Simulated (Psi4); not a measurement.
C$_{3}$H$_{9}$Al, singlet, geometry from GFN2-xTB (such geometries of metal compounds can be far from the true shape). Base run: HF/STO-3G run with Psi4 1.11.

The Psi4 input:
```
memory 2 GB

molecule mol {
0 1
Al    0.013776    0.005364    0.001119
C    -1.367121   -1.423289   -0.177128
H    -1.449591   -1.801698   -1.201667
H    -2.369334   -1.074526    0.094358
H    -1.151179   -2.287400    0.460506
C    -0.160273    1.696227   -1.043094
H     0.696765    1.872642   -1.701937
H    -0.231015    2.580975   -0.401292
H    -1.051819    1.697710   -1.679555
C     1.568750   -0.257473    1.222865
H     2.240815    0.607500    1.227244
H     2.176454   -1.126142    0.947513
H     1.263117   -0.423591    2.261461
}

set {
  basis sto-3g
  reference rhf
  stability_analysis check
  scf_type pk
}

energy('scf')
print_variables()
```

The bond that is stretched is that between atoms 12 and 10. A test that says stable can miss a lower solution.

The base run was repeated with changes; each row names its change, and settings that it needs were set with it.

| change | ΔE vs base (mEh) | <S^2> |
|---|---|---|
| base | 0.000 | 0.000 |
| stability_analysis = follow; reference = uhf | 0.000 | 0.000 |
| bond × 1.25 | 45.089 | 0.000 |
| stability_analysis = follow; reference = uhf; bond × 1.25 | 45.089 | 0.000 |
| bond × 1.5 | 124.0 | 0.000 |
| stability_analysis = follow; reference = uhf; bond × 1.5 | 121.5 | 0.215 |
| bond × 1.8 | 219.4 | 0.000 |
| stability_analysis = follow; reference = uhf; bond × 1.8 | 165.7 | 0.758 |
| bond × 2.2 | 321.0 | 0.000 |
| stability_analysis = follow; reference = uhf; bond × 2.2 | 181.3 | 0.958 |
| bond × 3.0 | 429.1 | 0.000 |
| stability_analysis = follow; reference = uhf; bond × 3.0 | 185.4 | 1.010 |

Psi4 reported an instability in these rows: stability_analysis = follow; reference = uhf; bond × 1.5; stability_analysis = follow; reference = uhf; bond × 1.8; stability_analysis = follow; reference = uhf; bond × 2.2; stability_analysis = follow; reference = uhf; bond × 3.0 (restricted rows aren't judged here).

Where a bond breaks into two radicals, a solution with restricted orbitals usually stops being the lowest and lies too high; an unrestricted one lies lower at the price of spin contamination, which <S^2> shows.
